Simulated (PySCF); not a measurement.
Cartesian coordinates in Å; atom numbers follow the order of the lines, from 1:
```xyz
11

F     2.202    0.567   -0.452
C     1.307   -0.385   -0.135
O     0.340   -0.431   -1.127
C    -0.898   -0.134   -0.603
F    -1.626   -1.270   -0.435
C    -0.571    0.469    0.762
F    -0.501    1.820    0.663
O     0.662   -0.081    1.050
H     1.842   -1.341   -0.035
H    -1.446    0.546   -1.271
H    -1.286    0.198    1.552
```

Geometry: PBE0-D3(BJ)/def2-SVP; GIAO shifts from PySCF 2.14, gas phase, non-relativistic, averaged over equivalent atoms.

At PBE0/6-31G (78 basis functions, 6 s wall time on 1 thread of an Arm Neoverse V2, shared host):
```tsv
atoms	δ (ppm)
F1	-96.6
F5	-154.9
F7	-154.9
C2	120.0
C4	107.1
C6	106.4
O8	128.5
O3	126.5
H9	6.55
H10	5.78
H11	5.72
```

Shifts are taken against calculated references (same method and geometry level): $^{19}$F (σ = 177.36 ppm) vs CFCl3; $^{13}$C (σ = 199.54 ppm) and $^{1}$H (σ = 32.61 ppm) against TMS; $^{17}$O (σ = 318.49 ppm) against H2O.

Estimate the result of repeating the calculation with PBE0/pcSseg-2.

Answers


```
atoms  δ at PBE0/pcSseg-2  change
   F1               -86.7    +9.9
   F5              -145.4    +9.5
   F7              -147.1    +7.8
   C2               128.6    +8.6
   C4               115.5    +8.4
   C6               115.0    +8.6
   O8               158.3   +29.8
   O3               156.3   +29.8
   H9                6.53   -0.02
  H10                5.78   +0.00
  H11                5.65   -0.07
```

Chemical shifts δ = σref − σ; CFCl3 for $^{19}$F (175.81 ppm); TMS for $^{13}$C (184.13 ppm), $^{1}$H (31.25 ppm); $^{17}$O (328.15 ppm) against H2O, all at this level.

The largest change is at O8 (ether oxygen). Cost: 330 basis functions, 55 s wall time on 1 thread of an Arm Neoverse V2, shared host. The order of the carbon signals is the same at both levels.

Unscaled 19F shifts against computed CFCl3 carry errors that often reach 10 to 50 ppm. Experimental scales use liquid or dissolved standards, which lie at an offset from isolated H2O (liquid H2O: subtract about 36 ppm).
